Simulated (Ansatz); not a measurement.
CH7NO2Si, SMILES `NC[SiH](O)O`, relaxed with RKS PBE-D4/def2-SVP in Ansatz 0.2.0 from a rough embedded geometry. The force threshold is 0.03 eV/Å; the program also tests the step.

Total charge 0; spin multiplicity 1.

Start:

```xyz
12

N     1.216    1.208   -0.169
C    -0.104    0.801   -0.590
Si   -0.634   -0.664    0.438
O    -1.825   -1.615   -0.148
O     0.664   -1.710    0.695
H     1.205    1.729    0.719
H     1.541    1.982   -0.823
H    -0.798    1.607   -0.459
H    -0.094    0.518   -1.604
H    -1.097   -0.185    1.811
H    -1.581   -2.435   -0.516
H     1.507   -1.235    0.644
```

Question: How much energy does the relaxation release, and in how many steps? (An estimate is asked.)

Answer: Ansatz gave: 10.33 kcal/mol, in 10 steps.

Question: Which bonds change most? (Estimate.)

Answer: The calculation gave: C2–H9 from 1.053 to 1.113 Å; C2–Si3 from 1.866 to 1.921 Å; C2–H8 from 1.071 to 1.117 Å; Si3–O4 from 1.633 to 1.677 Å.

Question: Give the relaxed structure. (An estimate is asked.)

Answer: The calculation gave: 
```xyz
12

N     1.263    1.049   -0.207
C    -0.169    0.788   -0.475
Si   -0.686   -0.701    0.622
O    -1.792   -1.722   -0.116
O     0.801   -1.424    0.884
H     1.368    1.610    0.649
H     1.690    1.608   -0.958
H    -0.841    1.676   -0.387
H    -0.266    0.439   -1.527
H    -1.389   -0.297    1.883
H    -1.426   -2.248   -0.849
H     1.447   -0.779    0.483
```
